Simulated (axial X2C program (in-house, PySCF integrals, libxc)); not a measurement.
# Outer orbitals of NiN at 1.641 Å, HF

Calculated with an in-house relativistic program for diatomic molecules. Spin-free means the one-electron spin-free X2C Hamiltonian; two-component (2c) means X2C with spin–orbit coupling and atomic mean-field two-electron Coulomb and Gaunt terms, so the difference of the two also holds small scalar two-electron terms. Basis: Ni dyall-cv3z [9s9p6d3f2g], N dyall-av3z [7s7p3d2f] (cores contracted in-house); Gaussian nuclei, density fitting, unrestricted open shells. Masses: Ni 57.935 u, N 14.003 u.

The distance is close to the 2c PBE0 minimum; the highest filled and lowest empty levels are listed.

Spin-free orbitals, state M_S = 3/2, Λ = 0 (beyond evenly filled blocks: σα, π+α, π-α) (Löwdin shares):

```
symmetry  occupied  ε (eV)             atomic character
      σα       yes  -28.11   75% N s, 10% Ni d, 9% Ni p
      σβ       yes  -21.50  71% N s, 10% Ni p, 10% Ni d
     π+α       yes  -15.14            73% Ni d, 26% N p
     π-α       yes  -15.14            73% Ni d, 26% N p
      σα       yes  -14.80    76% Ni d, 16% N p, 5% N s
     δ-α       yes  -12.84                     99% Ni d
     δ+α       yes  -12.84                     99% Ni d
     π-β       yes  -12.53             95% Ni d, 3% N p
     π+β       yes  -12.53             95% Ni d, 3% N p
     δ-β       yes  -11.56                     99% Ni d
     δ+β       yes  -11.56                     99% Ni d
     π+α       yes  -10.98   66% N p, 28% Ni d, 6% Ni p
     π-α       yes  -10.98   66% N p, 28% Ni d, 6% Ni p
      σβ       yes   -9.75     82% N p, 6% Ni d, 6% N s
      σα       yes   -9.40  68% N p, 17% Ni s, 12% Ni d
      σα        no   -0.05   46% Ni s, 38% Ni p, 7% N p
      σβ        no   -0.05   55% Ni s, 33% Ni p, 7% N s
     π+β        no    1.11            89% Ni p, 10% N p
     π-β        no    1.11            89% Ni p, 10% N p
```

Spinors with spin–orbit coupling (state Ω = 3/2):

| ω | occupied | ε (eV) | atomic character | λ mixture |
| --- | --- | --- | --- | --- |
| 1/2 | yes | -28.22 | 75% N s, 10% Ni d, 9% Ni p | 100% σ |
| -1/2 | yes | -21.59 | 70% N s, 11% Ni d, 10% Ni p | 99% σ, 1% π |
| -1/2 | yes | -15.07 | 72% Ni d, 25% N p | 88% π, 12% σ |
| 3/2 | yes | -15.02 | 70% Ni d, 28% N p | 99% π, 1% δ |
| 1/2 | yes | -14.58 | 74% Ni d, 18% N p, 5% N s | 97% σ, 3% π |
| -3/2 | yes | -13.07 | 97% Ni d | 54% π, 46% δ |
| 1/2 | yes | -12.92 | 94% Ni d, 4% N p | 96% π, 4% σ |
| 5/2 | yes | -12.73 | 99% Ni d | 100% δ |
| -3/2 | yes | -12.57 | 97% Ni d | 54% δ, 46% π |
| 3/2 | yes | -12.04 | 94% Ni d, 5% N p | 95% δ, 5% π |
| -5/2 | yes | -11.80 | 99% Ni d | 100% δ |
| -1/2 | yes | -11.37 | 70% N p, 23% Ni d, 5% Ni p | 83% π, 17% σ |
| 3/2 | yes | -10.89 | 58% N p, 36% Ni d, 6% Ni p | 96% π, 4% δ |
| -1/2 | yes | -9.43 | 79% N p, 9% Ni d, 5% Ni s | 88% σ, 12% π |
| 1/2 | yes | -9.40 | 65% N p, 17% Ni s, 14% Ni d | 100% σ |
| -1/2 | no | -0.04 | 53% Ni s, 34% Ni p, 7% N s | 100% σ, 0% π |
| 1/2 | no | -0.03 | 46% Ni s, 39% Ni p, 6% N p | 100% σ |
| 1/2 | no | 1.10 | 89% Ni p, 10% N p | 100% π |
| -3/2 | no | 1.10 | 89% Ni p, 10% N p | 100% π |

Mulliken charges and populations of the two-component result (they depend on the basis, above all on diffuse functions):

Ni 0.74 e (s 6.29 p 12.06 d 8.91), N -0.74 e (s 3.97 p 3.74 d 0.02). ⟨Lz⟩ = 0.15 ħ and ⟨Sz⟩ = 1.35 ħ (0.40 and 0.95 on the two atoms), which add up to Ω.

The state is one determinant whose occupation by symmetry is held fixed; it was picked as the lowest of a PBE0 search that is not exhaustive. PBE0 can misorder states that lie within some tenths of an eV, so this need not be the ground state of the molecule. The nearest other spin-free determinant of the search, M_S = 1/2, Λ = 0, lies 0.25 eV up at the distance of the search. With several unpaired electrons one determinant need not be a pure state. This is the top spin component of a Σ state; components of lower Ω are not single determinants and can lie lower. The stretched end of a curve changes character and is left out.
